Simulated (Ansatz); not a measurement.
```yaml
crystal:
  periodic: [true, true, true]
  atoms:
    - {symbol: C, position_ang: [-2.027730, -0.114337, 0.459741]}
    - {symbol: C, position_ang: [-1.023386, 0.028982, -0.395688]}
    - {symbol: C, position_ang: [0.258212, -0.723048, -0.342558]}
    - {symbol: Ge, position_ang: [1.742143, 0.437277, 0.183191]}
    - {symbol: F, position_ang: [1.810652, 1.695387, -1.028596]}
    - {symbol: H, position_ang: [-1.987270, -0.836262, 1.269819]}
    - {symbol: H, position_ang: [-2.927031, 0.483884, 0.377614]}
    - {symbol: H, position_ang: [-1.107815, 0.766681, -1.190420]}
    - {symbol: H, position_ang: [0.209457, -1.550457, 0.371319]}
    - {symbol: H, position_ang: [0.522644, -1.135398, -1.320918]}
    - {symbol: H, position_ang: [1.495048, 1.154173, 1.519158]}
    - {symbol: H, position_ang: [3.111976, -0.262183, 0.131340]}
basis:
  gaussian: {orbitals: 6-31G}
hamiltonian: {xc: {name: wB97}}
accuracy: high
scf: {lower_state_search: off}
```

```sh
$ ansatz run in.yaml --threads 4 --pin off --events-out ev --progress --plain --max-ram 10444MiB
```

Shortened log:

```
Error: YAML parse error: error: line 2 column 3: crystal: missing field `lattice` (a structure is typed as `lattice` and `atoms`, a molecule's as `atoms` in Å alone, or read from a run's directory, `checkpoint`)
 --> <input>:2:3
1 | crystal:
2 |   periodic: [true, true, true]
3 |   atoms:
4 |     - {symbol: C, position_ang: [-2.027730, -0.114337, 0.459741]}
```

(1) Something in this input is off. What?

Answers

(1) The molecule is marked periodic without a cell. The input was rejected before any iteration.
